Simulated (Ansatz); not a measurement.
Correlation energies of `C#[C][In]([Cl])[Cl]` by basis set

Cartesian coordinates in Å:
```
C 2.068 -0.010 -0.050
C 0.862 -0.004 -0.020
In -1.191 0.006 0.029
Cl -2.470 -1.631 -0.961
Cl -2.405 1.655 1.079
H 3.135 -0.015 -0.077
```

Total charge 0; spin multiplicity 1. Correlated methods include outer-core shells of In, which these sets cover unevenly. In: def2 effective core potential. The geometry is a stationary point of PBE0-D4/def2-TZVP. Frozen core, restricted reference, the Gaussian-basis code of Ansatz.

```csv
basis,HF (Eh),MP2 corr.,CCSD corr.,(T),CCSD(T) total
def2-SVP,-1184.22436,-0.58341,-0.62064,?,?
def2-TZVPP,?,?,-0.97046,?,?
def2-QZVPP,-1184.66710,-1.18791,–,–,–
```

**Question.** Fill in the withheld values. (An estimate is asked.)

**Answer.** The calculation gave: def2-SVP (T): -0.02111; def2-SVP CCSD(T) total: -1184.86611; def2-TZVPP HF (Eh): -1184.63739; def2-TZVPP MP2 corr.: -0.94145; def2-TZVPP (T): -0.04368; def2-TZVPP CCSD(T) total: -1185.65153.
